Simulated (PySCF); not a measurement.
Core-level binding energies of Me2SiCl(SeBu)

Species: Me2SiCl(SeBu), C₆H₁₅ClSeSi.
Structure used (PBE0-D3(BJ)/def2-SVP), in Å, numbered top down from 1:
```xyz
24
C6H15ClSeSi angstrom
C      4.1039    0.6371   -0.0069
C      2.5978    0.5657   -0.1967
C      2.0398   -0.8381   -0.0072
C      0.5380   -0.9549   -0.2066
Se    -0.4552   -0.0119    1.2196
Si    -2.3730    0.3293    0.0595
C     -3.4907    1.3786    1.1206
C     -3.1601   -1.2729   -0.4905
Cl    -1.9426    1.3892   -1.6932
H      4.4818    1.6596   -0.1568
H      4.6321   -0.0198   -0.7172
H      4.3937    0.3223    1.0088
H      2.0964    1.2521    0.5063
H      2.3270    0.9243   -1.2055
H      2.5231   -1.5222   -0.7286
H      2.3135   -1.2186    0.9933
H      0.2170   -2.0054   -0.1887
H      0.2365   -0.5081   -1.1663
H     -2.9976    2.3263    1.3825
H     -3.7514    0.8490    2.0502
H     -4.4203    1.6098    0.5776
H     -4.0537   -1.0721   -1.1020
H     -3.4520   -1.8710    0.3864
H     -2.4580   -1.8649   -1.0963
```

Level of theory: delta-SCF UKS SCAN, pcX-2 on the ionised atom, pcseg-1 elsewhere, spin-free X2C (PySCF). Binding energies are ΔSCF values: E(core-ionised, relaxed orbitals) − E(ground state) at a fixed geometry, referred to the vacuum level.

Problem. Give the core binding energies atom by atom.

Solution. 
```tsv
atom(s)	environment	level	binding energy (eV)	2p1/2 (eV)	above the level's lowest (eV)	count
Cl9	silicon-bound chlorine	Cl 1s	2827.89	–	0.00	1
Si6	chlorine-bound silicon	Si 1s	1847.11	–	0.00	1
C4	sp3 carbon bound to selenium	C 1s	290.80	–	+0.48	1
C3	chain CH2 carbon	C 1s	290.55	–	+0.23	1
C1	methyl carbon	C 1s	290.48	–	+0.16	1
C2	chain CH2 carbon	C 1s	290.34	–	+0.02	1
C7/C8	Si-methyl carbon	C 1s	290.32	–	0.00	2
Cl9	silicon-bound chlorine	Cl 2p3/2	205.31	206.96	0.00	1
Si6	chlorine-bound silicon	Si 2p3/2	107.21	107.83	0.00	1
```

Lowest listed C 1s: C7/C8, bonded to 3 H and Si. Highest, 0.48 eV above it: C4, bonded to C, Se and 2 H. The widest gap between neighbouring values is 0.25 eV, between 290.55 and 290.80 eV. Summing the Pauling electronegativity differences to the bonded atoms, each weighted by its formal bond order, gives -1.70 for the lowest site and -0.70 for the highest; no listed site has a larger sum than the highest. The values 290.32 and 290.34 eV lie too close for their order to be trusted.

Problem. Which photon energy gives electrons from C 1s of C2 a kinetic energy of 50 eV, and what is their de Broglie wavelength?

Solution. hν = 290.34 + 50 = 340.34 eV, recoil neglected; λ = 12.264 Å/√(E/eV) = 1.73 Å.

One atom of each set of topologically equivalent atoms was ionised and stands for the set; in this conformer not all members are related by symmetry, and their own values weren't computed. 2p3/2 and 2p1/2 are the ΔSCF energy of one spin-free 2p hole plus the eigenvalues of a spin–orbit and ligand-field matrix of the shell. 2p1/2 minus 2p3/2 (ligand field included): Si 0.63 eV, Cl 1.65 eV. No level of selenium is listed. The structure is a single PBE0-D3(BJ)/def2-SVP conformer in the gas phase; no vibrational or solvent corrections.
